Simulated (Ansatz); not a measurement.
GaCl3 (SMILES [Cl][Ga]([Cl])[Cl]): the energy, rung by rung

The species is GaCl3 (4 atoms), meant as a singlet with charge 0. As SMILES, `[Cl][Ga]([Cl])[Cl]`. Geometry: optimised at B3LYP/def2-SVP.

```xyz
4

Cl    0.8771    0.3761    1.9105
Ga    0.0138   -0.0151   -0.0051
Cl   -0.0916   -2.0191   -0.7405
Cl   -0.7438    1.5977   -1.1853
```

Each level gives the adiabatic ionisation energy (to the doublet cation, shapes relaxed at B3LYP/def2-SVP, no zero-point term) (eV). The values are calculated.

```
             level                    kind  program  value (eV)
    SVWN5/def2-SVP                     LDA   Ansatz       10.92
     BLYP/def2-SVP                     GGA   Ansatz       10.56
   r2SCAN/def2-SVP                meta-GGA   Ansatz       11.11
    B3LYP/def2-SVP           global hybrid   Ansatz       11.05
CAM-B3LYP/def2-SVP  range-separated hybrid   Ansatz       11.26
  wB97M-V/def2-SVP  range-separated hybrid   Ansatz       11.30
   B2PLYP/def2-SVP           double hybrid   Ansatz       11.07
  RPA@PBE/def2-SVP                     RPA   Ansatz       10.66
      MP2/def2-SVP     perturbation theory   Ansatz       11.19
```

All-electron rows without a relativistic Hamiltonian named are non-relativistic. The values span 10.56 to 11.30 eV. In the correlated wave-function rows the outer d shell of Ga is correlated, in sets not made for it.
